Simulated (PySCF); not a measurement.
Compound: C4H4F3N3.
Z-matrix (Å and degrees, GFN2-xTB geometry), rows numbered from 1:
```
C 
C   1  1.4804
N   2  1.3500  1  123.16
N   3  1.2740  2  110.23  1  -179.98
N   4  1.3196  3  109.06  2     0.03
C   5  1.3630  4  109.71  3    -0.03
C   6  1.4831  2  132.04  1    -0.05
F   7  1.3442  6  111.52  2   179.85
F   7  1.3426  6  112.54  2    59.84
F   7  1.3429  6  112.55  2   -60.16
H   1  1.0889  2  110.45  3   120.36
H   1  1.0888  2  110.38  3  -120.00
H   1  1.0856  2  108.86  3     0.16
H   5  1.0099  4  122.21  3  -180.00
```

Level of theory: PySCF, TDDFT CAM-B3LYP/def2-SVPD, vertical, gas phase, core orbitals frozen in the response.

Each state is given a Gaussian of 0.5 eV full width at half maximum, with ε(max) = 2.175×10⁸ f / Δν̃ (Δν̃ the width in cm⁻¹). The width is an assumption, not a result. The curve ends short of the highest state used, and states not computed would add to its high-energy end.

```json
{"λ (nm)": "167.7", "ε (L mol⁻¹ cm⁻¹)": "984"}
{"λ (nm)": "169.3", "ε (L mol⁻¹ cm⁻¹)": "1139"}
{"λ (nm)": "171.0", "ε (L mol⁻¹ cm⁻¹)": "1243"}
{"λ (nm)": "172.6", "ε (L mol⁻¹ cm⁻¹)": "1254"}
{"λ (nm)": "174.3", "ε (L mol⁻¹ cm⁻¹)": "1186"}
{"λ (nm)": "175.9", "ε (L mol⁻¹ cm⁻¹)": "1097"}
{"λ (nm)": "177.6", "ε (L mol⁻¹ cm⁻¹)": "1059"}
{"λ (nm)": "179.3", "ε (L mol⁻¹ cm⁻¹)": "1182"}
{"λ (nm)": "180.9", "ε (L mol⁻¹ cm⁻¹)": "1532"}
{"λ (nm)": "182.6", "ε (L mol⁻¹ cm⁻¹)": "2217"}
{"λ (nm)": "184.2", "ε (L mol⁻¹ cm⁻¹)": "3153"}
{"λ (nm)": "185.9", "ε (L mol⁻¹ cm⁻¹)": "4374"}
{"λ (nm)": "187.6", "ε (L mol⁻¹ cm⁻¹)": "5655"}
{"λ (nm)": "189.2", "ε (L mol⁻¹ cm⁻¹)": "6716"}
{"λ (nm)": "190.9", "ε (L mol⁻¹ cm⁻¹)": "7485"}
{"λ (nm)": "192.5", "ε (L mol⁻¹ cm⁻¹)": "7744"}
{"λ (nm)": "194.2", "ε (L mol⁻¹ cm⁻¹)": "7492"}
{"λ (nm)": "195.9", "ε (L mol⁻¹ cm⁻¹)": "6774"}
{"λ (nm)": "197.5", "ε (L mol⁻¹ cm⁻¹)": "5808"}
{"λ (nm)": "199.2", "ε (L mol⁻¹ cm⁻¹)": "4647"}
{"λ (nm)": "200.8", "ε (L mol⁻¹ cm⁻¹)": "3574"}
{"λ (nm)": "202.5", "ε (L mol⁻¹ cm⁻¹)": "2565"}
{"λ (nm)": "204.1", "ε (L mol⁻¹ cm⁻¹)": "1794"}
{"λ (nm)": "205.8", "ε (L mol⁻¹ cm⁻¹)": "1177"}
{"λ (nm)": "207.5", "ε (L mol⁻¹ cm⁻¹)": "750"}
{"λ (nm)": "209.1", "ε (L mol⁻¹ cm⁻¹)": "490"}
{"λ (nm)": "210.8", "ε (L mol⁻¹ cm⁻¹)": "328"}
{"λ (nm)": "212.4", "ε (L mol⁻¹ cm⁻¹)": "249"}
{"λ (nm)": "214.1", "ε (L mol⁻¹ cm⁻¹)": "219"}
{"λ (nm)": "215.8", "ε (L mol⁻¹ cm⁻¹)": "220"}
{"λ (nm)": "217.4", "ε (L mol⁻¹ cm⁻¹)": "236"}
{"λ (nm)": "219.1", "ε (L mol⁻¹ cm⁻¹)": "259"}
{"λ (nm)": "220.7", "ε (L mol⁻¹ cm⁻¹)": "278"}
{"λ (nm)": "222.4", "ε (L mol⁻¹ cm⁻¹)": "291"}
{"λ (nm)": "224.1", "ε (L mol⁻¹ cm⁻¹)": "294"}
{"λ (nm)": "225.7", "ε (L mol⁻¹ cm⁻¹)": "287"}
{"λ (nm)": "227.4", "ε (L mol⁻¹ cm⁻¹)": "270"}
{"λ (nm)": "229.0", "ε (L mol⁻¹ cm⁻¹)": "246"}
{"λ (nm)": "230.7", "ε (L mol⁻¹ cm⁻¹)": "217"}
{"λ (nm)": "232.4", "ε (L mol⁻¹ cm⁻¹)": "185"}
{"λ (nm)": "234.0", "ε (L mol⁻¹ cm⁻¹)": "154"}
{"λ (nm)": "235.7", "ε (L mol⁻¹ cm⁻¹)": "124"}
{"λ (nm)": "237.3", "ε (L mol⁻¹ cm⁻¹)": "98"}
{"λ (nm)": "239.0", "ε (L mol⁻¹ cm⁻¹)": "74"}
{"λ (nm)": "240.6", "ε (L mol⁻¹ cm⁻¹)": "56"}
{"λ (nm)": "242.3", "ε (L mol⁻¹ cm⁻¹)": "41"}
{"λ (nm)": "244.0", "ε (L mol⁻¹ cm⁻¹)": "29"}
{"λ (nm)": "245.6", "ε (L mol⁻¹ cm⁻¹)": "20"}
{"λ (nm)": "247.3", "ε (L mol⁻¹ cm⁻¹)": "14"}
{"λ (nm)": "248.9", "ε (L mol⁻¹ cm⁻¹)": "9"}
{"λ (nm)": "250.6", "ε (L mol⁻¹ cm⁻¹)": "6"}
{"λ (nm)": "252.3", "ε (L mol⁻¹ cm⁻¹)": "4"}
{"λ (nm)": "253.9", "ε (L mol⁻¹ cm⁻¹)": "2"}
{"λ (nm)": "255.6", "ε (L mol⁻¹ cm⁻¹)": "2"}
{"λ (nm)": "257.2", "ε (L mol⁻¹ cm⁻¹)": "1"}
{"λ (nm)": "258.9", "ε (L mol⁻¹ cm⁻¹)": "1"}
```

Question: Where are the band maxima, and which computed states make them?

Answer: 224 nm (5.54 eV), ε about 290, made up of S1 (100%); 193 nm (6.44 eV), ε about 7700, made up of S2 (100%); 172 nm (7.21 eV), ε about 1300, made up of S3 (20%) and S4 (75%) (ε in L mol⁻¹ cm⁻¹; maxima over ε = 5, shares over 10%). The states used: S1 5.54 eV (f 0.0054); S2 6.44 eV (f 0.143); S3 7.05 eV (f 0.0060); S4 7.24 eV (f 0.018); S5 7.40 eV (f 0.0008); S6 7.53 eV (f 0.0010); S7 7.97 eV (f 0.039); S8 8.00 eV (f 0.0008).

Question: Does any computed singlet lie in the visible range?

Answer: No computed singlet lies in the visible range (380 to 750 nm); the lowest, at 224 nm, stands 2.28 eV above its violet end (3.26 eV).

Question: Coming from long wavelengths, where does ε first pass 100 L mol⁻¹ cm⁻¹?

Answer: At about 237 nm (5.23 eV), 0.31 eV below S1.

Question: On this curve, what absorbance would a 10⁻⁴ mol/L sample give at 193 nm over a 1 cm path?

Answer: 193 nm is 6.424 eV, where ε is about 7700 L mol⁻¹ cm⁻¹, so A = ε c l ≈ 0.77 (Beer–Lambert, with the gas-phase spectrum and the assumed width).
